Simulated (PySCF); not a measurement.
## LiTl, CCSD(T): how much the basis matters

PySCF, RHF reference; singlet, unpaired electrons none; De to Li + Tl without counterpoise correction. Frozen cores follow the default of each basis and core potential.

| basis | relativity | functions | Re (Å) | ωe (cm⁻¹) | De (eV) | frozen orbitals |
| --- | --- | --- | --- | --- | --- | --- |
| def2-SVP | scalar-relativistic core potentials | 35 | 3.053 | 246 | 0.83 | 4 |
| cc-pVDZ/cc-pVDZ-PP | scalar-relativistic core potentials | 37 | 3.020 | 259 | 0.94 | 4 |
| aug-cc-pVDZ/aug-cc-pVDZ-PP | scalar-relativistic core potentials | 55 | 3.015 | 255 | 0.95 | 4 |

Q: How does each smaller set differ from the one with most functions, aug-cc-pVDZ/aug-cc-pVDZ-PP?

A: def2-SVP: +3.8 pm, -3.5 % in ωe, -0.12 eV in De; cc-pVDZ/cc-pVDZ-PP: +0.5 pm, +1.6 % in ωe, -0.01 eV in De. All at CCSD(T); the set with most functions is neither the basis-set limit nor always the best.

Correlated steps freeze 4 core orbitals. Correlated levels converge slowly with the basis: in double zeta they bind strong bonds too weakly, by up to about 1 eV, and carry superposition errors of some tenths. These are scalar-relativistic numbers at best; spin–orbit coupling would shift them, the dissociation energy most. Where the molecule has an RHF reference, its open-shell atoms are computed with UHF.
